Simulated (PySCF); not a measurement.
PySCF input for C4NiO4, SMILES [C-](->[Ni](<-[C-]#[O+])(<-[C-]#[O+])<-[C-]#[O+])#[O+], multiplicity 1, IEF-PCM-PBE0/def2-SVP. Coordinates come from a PBE-D3(BJ)/def2-SVP optimisation. The multiplicity is an assumed one; other spin states were not compared. The isomer is the one that the SMILES or the coordinates give; other isomers of the formula were not compared.

```python
import numpy as np
from pyscf import gto, scf, dft
from pyscf.solvent import pcm

mol = gto.M(
    atom='''
    Ni    0.00000000    0.00000000    0.00000000
    O     1.71454534    1.71454533   -1.71454534
    C     1.04829833    1.04829833   -1.04829833
    O    -1.71454534    1.71454533    1.71454533
    C    -1.04829833    1.04829833    1.04829833
    O    -1.71454533   -1.71454533   -1.71454534
    C    -1.04829833   -1.04829833   -1.04829833
    O     1.71454533   -1.71454533    1.71454534
    C     1.04829832   -1.04829833    1.04829833
    ''',
    basis='def2-SVP',
    charge=0,
    spin=0,
    max_memory=1600,
    verbose=3,
)
mf = dft.RKS(mol, xc='pbe0').density_fit(auxbasis='def2-universal-jkfit')
mf.grids.level = 3
mf.conv_tol = 1e-9
mf.max_cycle = 100
mf.kernel()
res = {}
for name, eps in {'water': 78.355, '1-octanol': 9.8629, 'chlorobenzene': 5.6968}.items():
    s = mf.PCM()
    s.with_solvent.method, s.with_solvent.eps, s.with_solvent.lebedev_order = 'IEF-PCM', eps, 17
    s.kernel(mf.make_rdm1())
    res[name] = (s.e_tot, eps, s.dip_moment(), s.mo_energy, s.converged)
    print(f'{name}: electrostatic solvation free energy {(s.e_tot - mf.e_tot) * 627.509474:.3f} kcal/mol')
```

It prints:

```
converged SCF energy = -1960.43089954643

WARN: PCM is an experimental feature. It is still in testing.
Features and APIs may be changed in the future.

converged SCF energy = -1960.43348837283
Dipole moment(X, Y, Z, Debye): -0.00000,  0.00000, -0.00000
water: electrostatic solvation free energy -1.625 kcal/mol

WARN: PCM is an experimental feature. It is still in testing.
Features and APIs may be changed in the future.

converged SCF energy = -1960.43311347082
Dipole moment(X, Y, Z, Debye): -0.00000,  0.00000, -0.00000
1-octanol: electrostatic solvation free energy -1.389 kcal/mol

WARN: PCM is an experimental feature. It is still in testing.
Features and APIs may be changed in the future.

converged SCF energy = -1960.43283342723
Dipole moment(X, Y, Z, Debye): -0.00000,  0.00000, -0.00000
chlorobenzene: electrostatic solvation free energy -1.214 kcal/mol
```

The calculation finished and met its thresholds.

Cost: about 90 core-seconds (a rough figure).
